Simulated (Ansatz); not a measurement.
Isolated molecules relaxed with PBE0-D4/def2-TZVP in Ansatz; ΔE leaves out vibrations. CCSD(T)/CBS is the MP2 limit (def2-TZVPP, def2-QZVPP) plus CCSD(T) − MP2 in def2-TZVPP, frozen cores. This one scheme is used for every species. DFT in def2-TZVPP. B3LYP here is the variant with VWN-RPA as its local correlation; programs differ in this. Each species was taken in one conformer, which may not be the lowest.

`NC[SiH2]P` + `COCS` → `COC[SiH2]P` + `NCS`  (formal exchange of groups at the Si–C bond)

| level | ΔE (kcal/mol) | difference from CCSD(T)/CBS |
| --- | --- | --- |
| PBE-D4 | 4.8 | 1.0 |
| r2SCAN-D4 | 4.6 | 0.8 |
| PBE0-D4 | 4.4 | 0.6 |
| B3LYP-D4 | 4.2 | 0.4 |
| ωB97X-V | 4.0 | 0.2 |
| B2PLYP | 3.7 | -0.1 |
| r2SCAN | 4.6 | 0.8 |
| PBE0 | 4.0 | 0.2 |
| SCS-MP2/def2-TZVPP | 3.7 | -0.1 |
| SCS-MP2/def2-QZVPP | 3.6 | -0.2 |
| CCSD(T)/CBS | 3.8 | 0 |

Largest T1 diagnostic among the species: 0.012.

The D4 term adds +0.8 kcal/mol with B3LYP and +0.4 kcal/mol with PBE0; it sums over pairs of atoms, weighted by their polarisabilities, and B3LYP, whose exchange is more repulsive, gets the larger term. In def2-TZVPP, CCSD(T) changes the Hartree–Fock value by +1.6 kcal/mol (the triples alone add +0.4 kcal/mol) and MP2 by +2.0 kcal/mol.
